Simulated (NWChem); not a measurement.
System: SiHCl, singlet; SMILES Cl[SiH]

The following NWChem deck was run.

```
start job
memory heap 200 mb stack 700 mb global 900 mb
geometry units angstroms noautosym nocenter noautoz
  Si    -0.108407    -1.113810     0.000000
  H      1.410819    -1.314018     0.000000
  Cl    -0.010457     0.994351     0.000000
end
basis spherical
  * library def2-svp
end
dft
  xc m05-2x
  iterations 150
end
cosmo
  do_cosmo_smd true
  solvent clbenzen
end
task dft energy
```

Parts of the log:

```
             Northwest Computational Chemistry Package (NWChem) 7.3.0
             --------------------------------------------------------

                             Geometry "geometry" -> ""
                             -------------------------

 Output coordinates in angstroms (scale by  1.889725989 to convert to a.u.)

  No.       Tag          Charge          X              Y              Z
 ---- ---------------- ---------- -------------- -------------- --------------
    1 Si                  14.0000    -0.10840700    -1.11381000     0.00000000
    2 H                    1.0000     1.41081900    -1.31401800     0.00000000
    3 Cl                  17.0000    -0.01045700     0.99435100     0.00000000

 Effective nuclear repulsion energy (a.u.)      67.8301074543

                                 NWChem DFT Module
                                 -----------------

 Summary of "ao basis" -> "ao basis" (spherical)
 ------------------------------------------------------------------------------
       Tag                 Description            Shells   Functions and Types
 ---------------- ------------------------------  ------  ---------------------
 Si                         def2-svp                 8       18   4s3p1d
 H                          def2-svp                 3        5   2s1p
 Cl                         def2-svp                 8       18   4s3p1d

 in cosmo_initialize ...
 calling solv_data for solv:clbenzen

 solvent parameters
 solvname_short: clbenzen
 solvname_long:  chlorobenzene
 dielec:        5.6968
 dielecinf:     2.3229
 nonaqueous SMD model solvent descriptors
 dielec:        5.6968
 sola:          0.0000
 solb:          0.0700
 solc:          0.8570
 solg:         47.4800
 solh:          0.1430
 soln:          1.5241

          ---------------
          -cosmo- solvent
          ---------------
 Cosmo: York-Karplus, doi: 10.1021/jp992097l
 dielectric constant -eps-     =   5.70
 screen = (eps-1)/(eps    )    =   0.82446
 surface charge correction     = lagrangian

   van der Waals surface
 --------------------------

 ---------- ATOMIC COORDINATES (A.U.) ------------ VDWR(ANG.) --
     1   -0.20485953   -2.10479570    0.00000000     2.470
     2    2.66606133   -2.48313396    0.00000000     1.200
     3   -0.01976086    1.87905093    0.00000000     2.380
 number of segments per atom =        128
 number of   points per atom =        128
 atom (   nspa,  nppa )
 ----------------------
    1 (     92,     0 )       0
    2 (     34,     0 )       0
    3 (     92,     0 )       0
 number of -cosmo- surface points =      218
 molecular surface =    106.548 angstrom**2
 molecular volume  =     99.120 angstrom**3
 -lineq- algorithm             =   0
 -bem- low  level              =   3
 -bem- from -octahedral-
 gaussian surface charge width =   4.50000
 degree of switching           =   1.00000
 switching function tolerance  =   0.00010
 atomic radii =
 --------------
    1 14.000  2.470
    2  1.000  1.200
    3 17.000  2.380
 ...... end of -cosmo- initialization ......

 nat:                     3
 ixmem:                   608
 calling mnsol_interface()
 G(SMD-CDS) energy (kcal/mol)  =    -1.499
 SMD-CDS SASA (angstrom**2)    =   103.353

            General Information
            -------------------
          SCF calculation type: DFT
          Wavefunction type:  closed shell.
          No. of atoms     :     3
          No. of electrons :    32
           Alpha electrons :    16
            Beta electrons :    16
          Charge           :     0
          Spin multiplicity:     1
          Use of symmetry is: off; symmetry adaption is: off
          Maximum number of iterations: 150
          AO basis - number of functions:    41
                     number of shells:    19
          Convergence on energy requested:  1.00D-06
          Convergence on density requested:  1.00D-05
          Convergence on gradient requested:  5.00D-04

              XC Information
              --------------
                       M05-2X Method XC Functional
                     Hartree-Fock (Exact) Exchange  0.560
                M05-2X metaGGA Exchange Functional  0.440
                      M05-2X Correlation Potential  1.000

[...]

                                COSMO-SMD solvation results
                                ---------------------------

             internal energy in gas <Psi(g)|H|Psi(g)> =      -750.030717936174
         internal energy in solvent <Psi(s)|H|Psi(s)> =      -750.030500617054
                               delta internal energy  =         0.000217319120 (    0.14 kcal/mol)
   total free energy in solvent <Psi(s)|H+V/2|Psi(s)> =      -750.033166921193
 polarization energy contribution <Psi(s)|V/2|Psi(s)> =        -0.002666304139 (   -1.67 kcal/mol)
    total free energy in solvent including G(SMD-CDS) =      -750.035555862456
                       G(SMD-CDS) energy contribution =        -0.002388941262 (   -1.50 kcal/mol)
     1 M fixed-concentration free energy of solvation =        -0.004837926281 (   -3.04 kcal/mol)

                       DFT Final Molecular Orbital Analysis
                       ------------------------------------

 Vector   14  Occ=2.000000D+00  E=-4.027961D-01
              MO Center= -1.7D-02,  8.2D-01, -2.5D-09, r^2= 1.4D+00
   Bfn.  Coefficient  Atom+Function         Bfn.  Coefficient  Atom+Function
  ----- ------------  ---------------      ----- ------------  ---------------
    36      0.618938  3 Cl pz                33      0.447708  3 Cl pz
    30      0.261417  3 Cl pz                13      0.129012  1 Si pz
    10      0.098166  1 Si pz                 7     -0.056650  1 Si pz
    15      0.055810  1 Si d -1              38     -0.030158  3 Cl d -1

 Vector   15  Occ=2.000000D+00  E=-3.962361D-01
              MO Center= -4.0D-02,  4.8D-01,  1.7D-08, r^2= 2.2D+00
   Bfn.  Coefficient  Atom+Function         Bfn.  Coefficient  Atom+Function
  ----- ------------  ---------------      ----- ------------  ---------------
    34      0.501363  3 Cl px                31      0.365763  3 Cl px
    35     -0.296837  3 Cl py                32     -0.230061  3 Cl py
     3     -0.217941  1 Si s                 28      0.212066  3 Cl px
     9      0.141318  1 Si py                29     -0.132060  3 Cl py
     2     -0.127631  1 Si s                  4     -0.119851  1 Si s

 Vector   16  Occ=2.000000D+00  E=-2.940502D-01
              MO Center= -1.3D-01, -9.6D-01, -1.4D-09, r^2= 2.9D+00
   Bfn.  Coefficient  Atom+Function         Bfn.  Coefficient  Atom+Function
  ----- ------------  ---------------      ----- ------------  ---------------
     3      0.399960  1 Si s                  4      0.357037  1 Si s
    34      0.299331  3 Cl px                 8     -0.284996  1 Si px
    19     -0.260448  2 H  s                 11     -0.254873  1 Si px
    20     -0.250432  2 H  s                  2      0.229003  1 Si s
    31      0.196540  3 Cl px                35      0.158600  3 Cl py

 Vector   17  Occ=0.000000D+00  E=-6.665811D-02
              MO Center= -8.5D-02, -9.9D-01, -1.9D-09, r^2= 2.8D+00
   Bfn.  Coefficient  Atom+Function         Bfn.  Coefficient  Atom+Function
  ----- ------------  ---------------      ----- ------------  ---------------
    13      0.718301  1 Si pz                10      0.397947  1 Si pz
    36     -0.289597  3 Cl pz                 7     -0.213856  1 Si pz
    33     -0.155433  3 Cl pz                30     -0.090218  3 Cl pz
    38     -0.038661  3 Cl d -1

 Vector   18  Occ=0.000000D+00  E= 4.481769D-02
              MO Center= -1.8D-01, -1.1D+00,  4.2D-09, r^2= 3.3D+00
   Bfn.  Coefficient  Atom+Function         Bfn.  Coefficient  Atom+Function
  ----- ------------  ---------------      ----- ------------  ---------------
    12      1.000928  1 Si py                35      0.522263  3 Cl py
    27     -0.488977  3 Cl s                 11     -0.392140  1 Si px
    20      0.390818  2 H  s                  9      0.297587  1 Si py
    26     -0.194935  3 Cl s                 32      0.188322  3 Cl py
     6     -0.162261  1 Si py                 3      0.149603  1 Si s

 Vector   19  Occ=0.000000D+00  E= 1.083651D-01
              MO Center=  3.4D-01, -1.1D+00,  9.6D-10, r^2= 3.8D+00
   Bfn.  Coefficient  Atom+Function         Bfn.  Coefficient  Atom+Function
  ----- ------------  ---------------      ----- ------------  ---------------
    20      1.507324  2 H  s                 11     -1.210385  1 Si px
     3     -0.699470  1 Si s                  4     -0.649495  1 Si s
    35     -0.316541  3 Cl py                27      0.285464  3 Cl s
     2     -0.260520  1 Si s                 12     -0.241365  1 Si py
     8     -0.222017  1 Si px                19      0.182913  2 H  s

     Multipole analysis of the density
     ---------------------------------

     L   x y z        total         alpha         beta         nuclear
     -   - - -        -----         -----         ----         -------
     0   0 0 0     -0.000000    -16.000000    -16.000000     32.000000

     1   1 0 0      0.102499      0.320203      0.320203     -0.537907
     1   0 1 0     -0.607169     -0.300380     -0.300380     -0.006408
     1   0 0 1     -0.000000     -0.000000     -0.000000      0.000000

     2   2 0 0    -21.185722    -14.443894    -14.443894      7.702065
     2   1 1 0     -0.666921      0.273940      0.273940     -1.214802
     2   1 0 1     -0.000000     -0.000000     -0.000000      0.000000
     2   0 2 0    -19.783569    -73.997992    -73.997992    128.212414
     2   0 1 1     -0.000000     -0.000000     -0.000000      0.000000
     2   0 0 2    -17.686349     -8.843174     -8.843174      0.000000
```

Level: M05-2X/def2-SVP, SMD on the gas-phase geometry. Low-valent species are run as closed-shell singlets; no triplet was tried in these runs. The geometry was optimised at B3LYP/6-31G* (spherical d). Solvent: chlorobenzene.
